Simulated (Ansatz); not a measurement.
Geometry optimisation, RKS r2SCAN/STO-3G (Ansatz).

The input (input.yaml):

```yaml
crystal:
  periodic: [false, false, false]
  atoms:
    - { symbol: C, position_ang: [-0.5191, -2.0425, -0.7119] }
    - { symbol: "N", position_ang: [0.5842, -1.1186, -0.848] }
    - { symbol: C, position_ang: [0.6209, -0.1758, 0.22] }
    - { symbol: O, position_ang: [2.0701, 0.2041, 0.3271] }
    - { symbol: "N", position_ang: [-0.0836, 0.9564, -0.207] }
    - { symbol: Si, position_ang: [-0.8306, 2.049, 0.9029] }
    - { symbol: H, position_ang: [-0.4708, -2.6134, 0.1814] }
    - { symbol: H, position_ang: [-0.5585, -2.6582, -1.5894] }
    - { symbol: H, position_ang: [-1.5073, -1.4255, -0.6627] }
    - { symbol: H, position_ang: [0.4631, -0.5487, -1.6602] }
    - { symbol: H, position_ang: [0.3285, -0.6155, 1.2102] }
    - { symbol: H, position_ang: [2.4586, -0.5856, -0.0133] }
    - { symbol: H, position_ang: [0.5406, 1.5469, -0.7204] }
    - { symbol: H, position_ang: [0.1889, 2.6564, 1.7689] }
    - { symbol: H, position_ang: [-1.7952, 1.242, 1.7207] }
    - { symbol: H, position_ang: [-1.5128, 3.1064, 0.1261] }
basis:
  gaussian: { orbitals: STO-3G }
hamiltonian:
  xc: r2scan
relax:
  f_tol: 0.02
  max_steps: 40
scf:
  lower_state_search: "off"
```

Command:

```bash
$ ansatz run input.yaml --threads 1 --pin off --max-ram 2048MiB --backend cpu --events-out ev --progress --plain --runs-dir out
```

**Question.** Where does it end, and by what steps?

**Answer.** The forces met the threshold. Limits of this set-up: minimal basis. After 11 steps the energy has fallen by 1.395 eV; H15 moved furthest, 0.59 Å.

| step | energy less start (eV) | largest force component (eV/Å) | accepted |
| --- | --- | --- | --- |
| 0 | 0.0000 | 4.403 | yes |
| 1 | -1.2000 | 1.492 | yes |
| 2 | -1.3287 | 0.481 | yes |
| 3 | -1.3591 | 0.373 | yes |
| 4 | -1.3736 | 0.231 | yes |
| 5 | -1.3832 | 0.139 | yes |
| 6 | -1.3886 | 0.173 | yes |
| 7 | -1.3915 | 0.126 | yes |
| 8 | -1.3935 | 0.061 | yes |
| 9 | -1.3943 | 0.033 | yes |
| 10 | -1.3947 | 0.027 | yes |
| 11 | -1.3948 | 0.012 | yes |

```xyz
16
Properties=species:S:1:pos:R:3
C -0.598 -2.022 -0.860
N 0.751 -1.336 -0.758
C 0.616 -0.164 0.219
O 1.949 0.420 0.377
N -0.334 0.894 -0.241
Si -0.741 2.090 1.025
H -0.797 -2.543 0.091
H -0.553 -2.766 -1.671
H -1.427 -1.313 -1.055
H 0.865 -0.855 -1.701
H 0.209 -0.600 1.170
H 2.516 -0.435 0.388
H 0.167 1.383 -1.030
H 0.392 2.836 1.544
H -1.363 1.362 2.108
H -1.675 3.026 0.439
```

Time of the run: 46 s on 1 thread of Arm Neoverse V2, with other jobs on the host, peak memory 0.15 GiB.
